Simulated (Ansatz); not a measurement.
```yaml
crystal:
  periodic: [false, false, false]
  atoms:
    - {symbol: Ge, position_ang: [0.240372, -2.846684, 0.004879]}
    - {symbol: Ge, position_ang: [0.235116, 0.004239, -2.846199]}
    - {symbol: Ge, position_ang: [-2.524261, -0.006547, -0.001156]}
    - {symbol: Ge, position_ang: [0.232604, -0.004927, 2.846909]}
    - {symbol: Ge, position_ang: [0.226791, 2.846991, -0.002223]}
    - {symbol: Ge, position_ang: [-1.114894, -1.404219, -1.401139]}
    - {symbol: Ge, position_ang: [1.569620, -1.610113, 1.613800]}
    - {symbol: Ge, position_ang: [1.560713, 1.620510, -1.615118]}
    - {symbol: Ge, position_ang: [-1.123351, 1.397187, 1.401237]}
    - {symbol: H, position_ang: [1.160990, -3.720649, -0.870052]}
    - {symbol: H, position_ang: [-0.702906, -3.790330, 0.777558]}
    - {symbol: H, position_ang: [1.157990, -0.869051, -3.719410]}
    - {symbol: H, position_ang: [-0.711513, 0.772193, -3.790377]}
    - {symbol: H, position_ang: [-3.430583, -0.890008, 0.879319]}
    - {symbol: H, position_ang: [-3.432608, 0.873167, -0.883334]}
    - {symbol: H, position_ang: [-0.710489, -0.780583, 3.788304]}
    - {symbol: H, position_ang: [1.148445, 0.872828, 3.723055]}
    - {symbol: H, position_ang: [-0.719836, 3.789601, -0.772070]}
    - {symbol: H, position_ang: [1.144916, 3.721706, 0.874592]}
    - {symbol: H, position_ang: [-2.006480, -2.298019, -2.293318]}
    - {symbol: H, position_ang: [2.209383, -2.601395, 2.606784]}
    - {symbol: H, position_ang: [2.710793, -0.878790, 0.885545]}
    - {symbol: H, position_ang: [2.188847, 2.617575, -2.609817]}
    - {symbol: H, position_ang: [2.710592, 0.899156, -0.890623]}
    - {symbol: H, position_ang: [-2.020239, 2.286200, 2.292871]}
basis:
  gaussian: {orbitals: def2-mTZVPP, fitting: {mean_field: def2-universal-jkfit}}
hamiltonian: {xc: {name: LC-wPBE}, pseudopotentials: {relativity: none}}
scf: {omitted_lower_state_checks: [starts]}
output: {forces: true}
```

```sh
$ ansatz run in.yaml --threads 2 --pin off --events-out ev --progress --plain --max-ram 32768MiB --backend cuda --devices 0, --max-vram 18GiB
```

Output, abridged:

```
Functional definition: LC-wPBE
2682 factors; integrals over basis functions are off by at most 3.2e-1 eV
2682 factors; integrals over basis functions are off by at most 5.8e-7 eV
mean field evaluation 1: about -508858.2781 eV, gradient 5.5e1 eV
mean field evaluation 2: about -508859.6125 eV, gradient 5.3e1 eV
mean field evaluation 4: about -508861.4058 eV, gradient 3.5e-1 eV
mean field evaluation 8: about -508861.4117 eV, gradient 8.0e-2 eV
mean field evaluation 16: about -508861.4117 eV, gradient 4.9e-5 eV
mean field -508861.41171846 eV, -18700.3119620002 hartree, gradient 4.9e-5 eV, S^2 0.000000; 0 other end points of the search recorded, 0 dependent functions left out
reference -508861.41171847 eV, -18700.3119620006 hartree; 152, 152 occupied and 252, 252 virtual orbitals, 2682 factors
Total energy: -508861.41171847 eV, -18700.3119620006 hartree
Atom 0 at     0.240372    -2.846684     0.004879 Å, force    -0.014189    -0.041147     0.007120 eV/Å
Atom 1 at     0.235116     0.004239    -2.846199 Å, force    -0.014857     0.007667    -0.041226 eV/Å
Atom 2 at    -2.524261    -0.006547    -0.001156 Å, force    -0.020271     0.000059    -0.000187 eV/Å
Atom 3 at     0.232604    -0.004927     2.846909 Å, force    -0.014649    -0.007674     0.041121 eV/Å
Atom 4 at     0.226791     2.846991    -0.002223 Å, force    -0.014573     0.041330    -0.006802 eV/Å
Atom 5 at    -1.114894    -1.404219    -1.401139 Å, force    -0.012370     0.000005     0.000354 eV/Å
Atom 6 at     1.569620    -1.610113     1.613800 Å, force     0.019653    -0.004520     0.004869 eV/Å
Atom 7 at     1.560713     1.620510    -1.615118 Å, force     0.020212     0.005078    -0.005195 eV/Å
Atom 8 at    -1.123351     1.397187     1.401237 Å, force    -0.011736    -0.000374    -0.000079 eV/Å
Atom 9 at     1.160990    -3.720649    -0.870052 Å, force    -0.147651     0.159217     0.145221 eV/Å
Atom 10 at    -0.702906    -3.790330     0.777558 Å, force     0.149702     0.160739    -0.123910 eV/Å
Atom 11 at     1.157990    -0.869051    -3.719410 Å, force    -0.147963     0.145004     0.158590 eV/Å
Atom 12 at    -0.711513     0.772193    -3.790377 Å, force     0.150344    -0.123496     0.160648 eV/Å
Atom 13 at    -3.430583    -0.890008     0.879319 Å, force     0.161821     0.141426    -0.140913 eV/Å
Atom 14 at    -3.432608     0.873167    -0.883334 Å, force     0.162249    -0.140853     0.141409 eV/Å
Atom 15 at    -0.710489    -0.780583     3.788304 Å, force     0.149582     0.124654    -0.160303 eV/Å
Atom 16 at     1.148445     0.872828     3.723055 Å, force    -0.146730    -0.145751    -0.159515 eV/Å
Atom 17 at    -0.719836     3.789601    -0.772070 Å, force     0.150292    -0.160693     0.123347 eV/Å
Atom 18 at     1.144916     3.721706     0.874592 Å, force    -0.147311    -0.158852    -0.145575 eV/Å
Atom 19 at    -2.006480    -2.298019    -2.293318 Å, force     0.160077     0.160454     0.159773 eV/Å
Atom 20 at     2.209383    -2.601395     2.606784 Å, force    -0.115039     0.167049    -0.167305 eV/Å
Atom 21 at     2.710793    -0.878790     0.885545 Å, force    -0.181365    -0.112979     0.112463 eV/Å
Atom 22 at     2.188847     2.617575    -2.609817 Å, force    -0.113031    -0.168442     0.167796 eV/Å
Atom 23 at     2.710592     0.899156    -0.890623 Å, force    -0.183204     0.111354    -0.111772 eV/Å
Atom 24 at    -2.020239     2.286200     2.292871 Å, force     0.161007    -0.159254    -0.159927 eV/Å
Dipole moment:     0.011215    -0.000350     0.000243 e Å
Checks for a lower state left out: starts
```

It took 9 s on 2 threads of AMD EPYC 7R13 on a shared host and a share (18 GiB) of an NVIDIA H100 80GB HBM3, peak host memory 1.5 GiB.

LC-ωPBE has ω = 0.4 bohr⁻¹.
